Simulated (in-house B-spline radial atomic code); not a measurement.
Atomic self-consistent-field run: Zr IV (Zr3+) (with a hole in an inner shell). Computed with a radial B-spline atomic code at the basis-set limit: Dirac-Kohn-Sham LDA VWN5, spherical fractional occupations, Fermi nucleus of rms radius 4.2694 fm.

In the input, a minus or plus after the letter marks the j = l - 1/2 or j = l + 1/2 subshell.

Command:
```bash
python run_scf.py task.json out
```
Settings (nuclear radius in fm, mass in u):
```
Z                40
configuration    1s2 2s2 2p-2 2p+3 3s2 3p-2 3p+3 3d10 4s2 4p6 4d2 5s1
hamiltonian      dirac
method           lda,vwn
spin_polarised   False
nucleus          fermi
rms_radius       4.2694
atomic_mass      89.9047
speed_of_light   137.035999084
```

Output (hartree, bohr):
```
 radial grid: 73 intervals, B-splines of order 8, outer radius 39.1892 bohr

 iter        energy (Eh)    residual
    1       -3487.633804    6.20e-01
    2       -3493.989404    5.09e-01
    3       -3498.755952    8.62e-02
    4       -3498.950601    1.48e-02
    5       -3498.956130    1.05e-02
    6       -3498.958698    1.22e-03
    7       -3498.958725    1.61e-04
    8       -3498.958725    3.01e-06
    9       -3498.958725    2.94e-07

 total energy                     -3498.95873
 kinetic                            3618.3767
 electron-nucleus                  -8368.5231
 Hartree                            1355.4196
 exchange-correlation               -104.2319

 first-order corrections (not in the total)
   Gaunt                             2.1377
   retardation                      -0.2015
   frequency dependence             -0.0098
   self-energy                       1.5235
   Uehling                          -0.1690
   Wichmann-Kroll                    0.0023
   recoil                            0.0157

 orbital      occ     eigenvalue          <r>       <r^2>       <1/r>       r_max    small
 1s1/2      2.000      -661.4089    0.0370859  0.00185413      41.224     0.02416  2.12e-02
 2s1/2      2.000       -95.8117      0.16117   0.0306591     9.41611      0.1365  4.38e-03
 2p1/2      2.000       -88.6771     0.137234   0.0230853     9.39841      0.1061  4.38e-03
 2p3/2      3.000       -85.4483     0.141537   0.0244284     8.99328      0.1097  4.25e-03
 3s1/2      2.000       -17.7275     0.447481    0.229435     3.24788      0.4014  1.18e-03
 3p1/2      2.000       -14.9490     0.440146      0.2256     3.16141      0.3867  1.14e-03
 3p3/2      3.000       -14.4061     0.449957     0.23554     3.06253      0.3954  1.10e-03
 3d3/2      4.000        -9.4506     0.423417    0.215204     2.90697      0.3299  1.02e-03
 3d5/2      6.000        -9.3429     0.426657     0.21836     2.88083      0.3325  1.00e-03
 4s1/2      2.000        -3.5586       1.1226     1.42537     1.22336       1.015  2.87e-04
 4p1/2      2.000        -2.7249        1.209     1.66749     1.12064       1.071  2.48e-04
 4p3/2      4.000        -2.6388      1.23414      1.7372     1.09229       1.093  2.40e-04
 4d3/2      0.800        -1.3679      1.55072      2.8111    0.849789       1.286  1.54e-04
 4d5/2      1.200        -1.3571      1.56095     2.84779     0.84343       1.294  1.52e-04
 5s1/2      1.000        -1.0350       2.6807     8.02447    0.488985       2.475  6.54e-05
```

Time taken, with all properties: 0.84 s on 1 thread of Arm Neoverse V2 (shared host).

For the Dirac Hamiltonian the kinetic term is c α·p + (β - 1)c².
